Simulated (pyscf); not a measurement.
## H₃C–CH(CH₃)–NH⁻, singlet

Gas-phase minimum from PySCF at ωB97X-D3(BJ)/def2-SVPD, one conformer. 

```xyz
12

C      0.3864     0.0788    -0.2964
C     -1.1592     0.2045    -0.1701
C     -1.4709     0.9681     1.1490
N     -1.8727    -1.0198    -0.3338
H      0.7683    -0.5550     0.5248
H      0.9192     1.0523    -0.2562
H      0.6238    -0.4251    -1.2454
H     -1.4712     0.8899    -0.9928
H     -0.9756     1.9594     1.2198
H     -1.1405     0.3579     2.0094
H     -2.5601     1.1008     1.2321
H     -1.5808    -1.6441     0.4288
```
Charge -1, spin multiplicity 1.

Bonds (Å): C1–C2 1.556, C1–H5 1.105, C1–H6 1.110, C1–H7 1.100, C2–C3 1.556, C2–N4 1.426, C2–H8 1.115, C3–H9 1.110, C3–H10 1.105, C3–H11 1.100, N4–H12 1.028. Angles (°): C2–C1–H5 109.2, C2–C1–H6 113.8, C2–C1–H7 108.7, H5–C1–H6 108.1, H5–C1–H7 107.7, H6–C1–H7 109.2, C1–C2–C3 107.9, C1–C2–N4 114.7, C1–C2–H8 105.5, C3–C2–N4 114.7, C3–C2–H8 105.5, N4–C2–H8 107.6, C2–C3–H9 113.8, C2–C3–H10 109.2 (the first ones only).

Properties at ωB97X-D3(BJ)/def2-SVPD:

Harmonic wavenumbers, unscaled: 207, 269, 271, 372, 443, 473, 795, 859, 895, 980, 1070, 1105, 1162, 1278, 1315, 1337, 1338, 1342, 1443, 1455, 1455, 1472, 2896, 2962, 2976, 3053, 3063, 3117, 3122, 3404 cm⁻¹
Zero-point energy: 65.7 kcal/mol
Rotational symmetry number: 1
Entropy of this conformer at 298 K and 1 atm, rigid rotor and harmonic oscillator, modes under 100 cm⁻¹ raised to 100: 298.6 J/(mol K)
Dipole moment: depends on origin

Single-point totals, which compare only within one level:

```
level                    total energy (hartree)
-----------------------  ----------------------
ωB97X-D3(BJ)/def2-TZVPD              -173.99611
PBE/def2-TZVPD                       -173.67457
r²SCAN/def2-TZVPD                    -173.79816
B3LYP-D3(BJ)/def2-TZVPD              -173.93175
PBE0-D3(BJ)/def2-TZVPD               -173.69807
M06-2X/def2-TZVPD                    -173.81704
ωB97M-D3(BJ)/def2-TZVPD              -173.95225
```
